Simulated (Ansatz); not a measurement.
Program: Ansatz. Geometries: PBE0-D4/def2-TZVP. ΔE: electronic, gas phase. CCSD(T)/CBS adds triple-zeta CCSD(T) − MP2 to the extrapolated MP2 energy (def2 sets, frozen cores). Functionals use def2-TZVPP. B3LYP here is the variant with VWN-RPA as its local correlation; programs differ in this. Elements past krypton have def2 core potentials. For In outer-core shells are correlated without core-valence functions, which leaves a few kJ/mol of doubt a bond. Each species was taken in one conformer, which may not be the lowest.

Consider the redistribution: `C=C[SiH2]C=N` + `[NH2][InH2]` → `N=C[SiH2]N` + `C=[CH][InH2]`.

```json
{"level": "PBE-D4", "ΔE (kJ/mol)": "-5.9", "difference from CCSD(T)/CBS": "3.9"}
{"level": "r2SCAN-D4", "ΔE (kJ/mol)": "-9.7", "difference from CCSD(T)/CBS": "0.1"}
{"level": "PBE0-D4", "ΔE (kJ/mol)": "-11.2", "difference from CCSD(T)/CBS": "-1.4"}
{"level": "B3LYP-D4", "ΔE (kJ/mol)": "-10.7", "difference from CCSD(T)/CBS": "-0.9"}
{"level": "ωB97X-V", "ΔE (kJ/mol)": "-11.7", "difference from CCSD(T)/CBS": "-1.9"}
{"level": "ωB97M-V", "ΔE (kJ/mol)": "-13.7", "difference from CCSD(T)/CBS": "-3.9"}
{"level": "B2PLYP", "ΔE (kJ/mol)": "-12.0", "difference from CCSD(T)/CBS": "-2.2"}
{"level": "PBE", "ΔE (kJ/mol)": "-6.6", "difference from CCSD(T)/CBS": "3.2"}
{"level": "r2SCAN", "ΔE (kJ/mol)": "-10.1", "difference from CCSD(T)/CBS": "-0.3"}
{"level": "PBE0", "ΔE (kJ/mol)": "-12.0", "difference from CCSD(T)/CBS": "-2.2"}
{"level": "B3LYP", "ΔE (kJ/mol)": "-11.7", "difference from CCSD(T)/CBS": "-1.9"}
{"level": "HF/def2-TZVPP", "ΔE (kJ/mol)": "-22.0", "difference from CCSD(T)/CBS": "-12.2"}
{"level": "MP2/def2-TZVPP", "ΔE (kJ/mol)": "-14.7", "difference from CCSD(T)/CBS": "-4.9"}
{"level": "SCS-MP2/def2-TZVPP", "ΔE (kJ/mol)": "-14.8", "difference from CCSD(T)/CBS": "-5.0"}
{"level": "CCSD/def2-TZVPP", "ΔE (kJ/mol)": "-15.1", "difference from CCSD(T)/CBS": "-5.3"}
{"level": "CCSD(T)/def2-TZVPP", "ΔE (kJ/mol)": "-13.5", "difference from CCSD(T)/CBS": "-3.7"}
{"level": "HF/def2-QZVPP", "ΔE (kJ/mol)": "-21.8", "difference from CCSD(T)/CBS": "-12.0"}
{"level": "MP2/def2-QZVPP", "ΔE (kJ/mol)": "-12.5", "difference from CCSD(T)/CBS": "-2.7"}
{"level": "SCS-MP2/def2-QZVPP", "ΔE (kJ/mol)": "-12.7", "difference from CCSD(T)/CBS": "-2.9"}
{"level": "HF/CBS(def2)", "ΔE (kJ/mol)": "-21.7", "difference from CCSD(T)/CBS": "-11.9"}
{"level": "MP2/CBS(def2)", "ΔE (kJ/mol)": "-11.0", "difference from CCSD(T)/CBS": "-1.2"}
{"level": "CCSD/CBS(def2)", "ΔE (kJ/mol)": "-11.4", "difference from CCSD(T)/CBS": "-1.6"}
{"level": "CCSD(T)/CBS", "ΔE (kJ/mol)": "-9.8", "difference from CCSD(T)/CBS": "0"}
```

Largest T1 diagnostic among the species: 0.016.

From PBE to PBE0 (25 % exact exchange), in def2-TZVPP and without D4, ΔE moves by −5.3 kJ/mol. In def2-TZVPP, CCSD(T) changes the Hartree–Fock value by +8.4 kJ/mol (the triples alone add +1.6 kJ/mol) and MP2 by +7.3 kJ/mol.
